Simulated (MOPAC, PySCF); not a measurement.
C$_{3}$H$_{8}$Ge, SMILES `C=C[CH2][GeH3]` (C–C–C–Ge torsion 106°), neutral singlet in the gas phase. 

Cartesian coordinates (Å):
SMILES: C=C[CH2][GeH3]
```xyz
12

C      1.9615     0.3863     0.5527
C      1.0280    -0.4577     0.1252
C     -0.0629    -0.1260    -0.8330
Ge    -1.8130     0.0355     0.0911
H      2.0088     1.4090     0.1956
H      2.7096     0.0830     1.2730
H      1.0230    -1.4716     0.5176
H     -0.1757    -0.9036    -1.5916
H      0.1296     0.8188    -1.3434
H     -2.9421     0.2461    -0.9374
H     -1.7696     1.2305     1.0595
H     -2.0973    -1.2502     0.8906
```
Charge 0, spin multiplicity 1.

All levels are single points at this geometry (B3LYP-D3(BJ)/def2-TZVP); Pople sets use spherical d functions. Orbital energies aren't observables, and empty levels follow the basis.

PBE/6-31G* in PySCF gives gap (eV) = 5.29.

**Question.** Estimate the gap (eV) from each of these levels: B3LYP-D3(BJ)/def2-TZVP in PySCF; B3LYP/3-21G in PySCF; B3LYP/6-311+G** (LANL2DZ on Ge) in PySCF; BP86/6-31G* in PySCF; SVWN5/6-31G* in PySCF; HF/3-21G in PySCF; HF/6-31G* in PySCF; PM6 in MOPAC.

**Answer.** 
```json
[
 {"level": "B3LYP-D3(BJ)/def2-TZVP in PySCF", "gap (eV)": "6.75"},
 {"level": "B3LYP/3-21G in PySCF", "gap (eV)": "7.15"},
 {"level": "B3LYP/6-311+G** (LANL2DZ on Ge) in PySCF", "gap (eV)": "6.70"},
 {"level": "BP86/6-31G* in PySCF", "gap (eV)": "5.29"},
 {"level": "SVWN5/6-31G* in PySCF", "gap (eV)": "5.23"},
 {"level": "HF/3-21G in PySCF", "gap (eV)": "13.64"},
 {"level": "HF/6-31G* in PySCF", "gap (eV)": "13.15"},
 {"level": "PM6 in MOPAC", "gap (eV)": "10.48"}
]
```
